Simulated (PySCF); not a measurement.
HN2, SMILES [N][NH] (connectivity only; charge and spin as stated), neutral, multiplicity 2.

Geometry: PBE-D3(BJ)/def2-TZVPD.

Computed with PBE/def2-TZVPD (PySCF).

Isolated molecule, no solvent.

```json
{
 "total_energy": "-109.95801 hartree",
 "point_group": "Cs",
 "α spin, highest occupied and lowest empty level": "-4.78 and -2.70 eV",
 "β spin, highest occupied and lowest empty level": "-9.50 and -3.07 eV",
 "dipole_moment": "1.80 D",
 "quadrupole, principal values (traceless, Buckingham form, about the centre of nuclear charge)": "-2.26, 0.39, 1.87 D·Å",
 "mean_static_polarisability": "17.9 bohr³ (2.65 Å³)",
 "polarisability_principal_values": "12.3, 15.8, 25.4 bohr³",
 "⟨S²⟩": "0.753 (pure state 0.75)"
}
```
